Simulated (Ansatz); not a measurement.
`[InH2][C]1=NC1` + H₂Se → `[SeH][InH2]` + `C1=NC1` at 298.15 K and 1 bar (ligand exchange at the In–C bond).

Isolated molecules relaxed with PBE0-D4/def2-TZVP in Ansatz; ΔE leaves out vibrations. CCSD(T)/CBS adds triple-zeta CCSD(T) − MP2 to the extrapolated MP2 energy (def2 sets, frozen cores). Elements past krypton have def2 core potentials. For In, Se outer-core shells are correlated without core-valence functions, which leaves a few kJ/mol of doubt a bond. Scalar relativity is left out up to krypton.

```tsv
species	CCSD(T)/CBS energy (Eh)	H − E (kJ/mol)	S (J/(mol·K))
`[InH2][C]1=NC1`	-322.91122	141.9	333.9
H₂Se	-2401.89790	45.8	219.1
`[SeH][InH2]`	-2592.33228	67.0	303.5
`C1=NC1`	-132.51911	129.6	245.4
```

H − E and S are ideal-gas, rigid-rotor, harmonic terms from PBE0-D4/def2-TZVP. 1 Eh = 2625.50 kJ/mol, R = 8.31446 J/(mol·K).

Task: By hand: ΔE, ΔH, ΔS and ΔG.

Result: ΔE = (-2592.33228) + (-132.51911) − (-322.91122) − (-2401.89790) = -0.04227 Eh = -111.0 kJ/mol. Δ(H − E) = 67.0 + 129.6 − 141.9 − 45.8 = 8.9, so ΔH = -102.1 kJ/mol. ΔS = 303.5 + 245.4 − 333.9 − 219.1 = -4.1 J/(mol·K). ΔG = -102.1 − 298.15 × (-4.1)/1000 = -100.9 kJ/mol.

Task: By hand: the equilibrium constant, and the temperature at which ΔG would vanish if ΔH and ΔS stayed fixed.

Result: log₁₀ K = −ΔG/(RT ln 10) = 17.7. ΔG = 0 at ΔH/ΔS = 24902 K, far beyond where these terms or the molecules hold.

The number of gas molecules stays the same, so ΔS is small and ΔH decides. A doubt of 5 kJ/mol in ΔE shifts log₁₀ K by 0.9 here. These are equilibria of isolated gas molecules and say nothing of rates. Largest T1 diagnostic: 0.014 (customary marks: 0.02 for closed shells, 0.045 for open ones).
